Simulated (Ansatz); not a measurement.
One change: `COB(C)Br` becomes `COB(O)Br`.

Ansatz, PBE0-D4/def2-TZVP geometries, multiplicity 1. Each molecule was computed in one conformer, which needn't be the lowest.

Scalar relativity is left out up to krypton.

```
                                        property  `COB(C)Br`
            HOMO–LUMO gap (PBE0/def2-TZVPP) / eV        8.17
  size of the dipole moment (PBE/def2-TZVPP) / D        1.48
size of the dipole moment (B3LYP/def2-TZVPP) / D        1.48
              HOMO energy (PBE0/def2-TZVPP) / eV       -8.09
             LUMO energy (B3LYP/def2-TZVPP) / eV       -0.13
              LUMO energy (PBE0/def2-TZVPP) / eV        0.08
```

Task: What does the change do to each property? (Estimate.)

Result: Ansatz gave: 
| property | `COB(O)Br` | shift |
| --- | --- | --- |
| HOMO–LUMO gap (PBE0/def2-TZVPP) / eV | 9.23 | 1.06 |
| size of the dipole moment (PBE/def2-TZVPP) / D | 0.68 | -0.80 |
| size of the dipole moment (B3LYP/def2-TZVPP) / D | 0.79 | -0.69 |
| HOMO energy (PBE0/def2-TZVPP) / eV | -8.49 | -0.40 |
| LUMO energy (B3LYP/def2-TZVPP) / eV | 0.38 | 0.51 |
| LUMO energy (PBE0/def2-TZVPP) / eV | 0.74 | 0.66 |

With PBE0 the HOMO falls by 0.40 eV and the LUMO rises by 0.66 eV, so the gap widens by about 1.06 eV. PBE moves the HOMO by -0.35 eV and ωB97M-V by -0.42 eV. Dipoles are sizes alone; their direction can turn.

B3LYP here is the variant with VWN-RPA as its local correlation; programs differ in this.

Spin–orbit coupling is left out; it splits and shifts lone-pair levels of the heavy atoms by tenths of an eV.
